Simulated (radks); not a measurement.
Effect of the nuclear size on the scandium ion Sc3+, [Ar]. Calculated with a radial shooting solver on a logarithmic mesh with Libxc functionals: Dirac Kohn-Sham, PBE, spin-unpolarised, spherical densities, finite nucleus; Fermi nuclear charge, rms radius 3.5459 fm. The rms radius is varied about that value; shifts are against it.

| rms radius (fm) | total energy shift (eV) | density at nucleus (e/bohr^3) | 1s1/2 shift (meV) | 2s1/2 shift (meV) | 2p1/2 shift (meV) | 3s1/2 shift (meV) |
|---|---|---|---|---|---|---|
| 3.0247 | -0.0106 | 7292 | -4.47 | -0.364 | 0.052 | -0.049 |
| 3.4218 | -0.00267 | 7266 | -1.13 | -0.092 | 0.013 | -0.012 |
| 3.5459 | 0 | 7259 | 0.000 | 0.000 | 0.000 | 0.000 |
| 3.8828 | 0.00771 | 7240 | 3.25 | 0.265 | -0.038 | 0.035 |
| 4.1948 | 0.0155 | 7225 | 6.52 | 0.532 | -0.075 | 0.071 |

Slopes of the eigenvalues against <r^2> in GHz/fm^2, as finite differences over the two radii next to the reference (eigenvalue slopes, not the field-shift constants of lines): 1s1/2 315, 2s1/2 25.6, 2p1/2 -3.63, 3s1/2 3.43.
